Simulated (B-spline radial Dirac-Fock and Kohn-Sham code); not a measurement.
## The L2-M23M23 Auger spectrum of Pm³⁺

System: promethium as Pm³⁺, [Xe] 4f3 5d1 (an excited configuration).

Input file task.json (cfg lists n, l and occupation; rrms is the nuclear radius in fm):

```json
{"items": [{
  "Z": 61,
  "q": 3,
  "cfg": [[1, 0, 2], [2, 0, 2], [2, 1, 6], [3, 0, 2], [3, 1, 6], [3, 2, 10], [4, 0, 2], [4, 1, 6], [4, 2, 10], [4, 3, 3], [5, 0, 2], [5, 1, 6], [5, 2, 1]],
  "A": 145,
  "rrms": 4.962,
  "do": ["binding", "quiet", "double"]
}]}
```

Launch: `python xray_run.py task.json out`

These are calculated numbers from a radial finite-basis atomic code; the model is ΔSCF Dirac-Fock with Breit, self-energy and vacuum polarisation, finite nucleus, configuration average. The two-hole levels come from diagonalising the Coulomb interaction among the jj configurations; intensities are independent-particle Coulomb rates. Kinetic energies are from the vacuum level. Correlation and solid-state effects are left out. Open outer shells are spectators and are not coupled to the holes.

```
kinetic energy (eV)  J  leading jj holes (weight)  leading LS term (weight)  intensity (%)
             3951.3  0                M2M2 (1.00)                ³P0 (0.61)           24.2
             4068.7  2                M2M3 (1.00)                ¹D2 (0.71)           51.4
             4076.6  1                M2M3 (1.00)                ³P1 (1.00)           23.4
             4173.1  0                M3M3 (1.00)                ¹S0 (0.61)            0.5
             4187.6  2                M3M3 (1.00)                ³P2 (0.71)            0.5
```

The strongest line, by its leading LS label ¹D2, lies at 4068.7 eV. The mean weight of the leading component is 1.00 in jj and 0.73 in LS coupling, so jj labels describe these levels better.
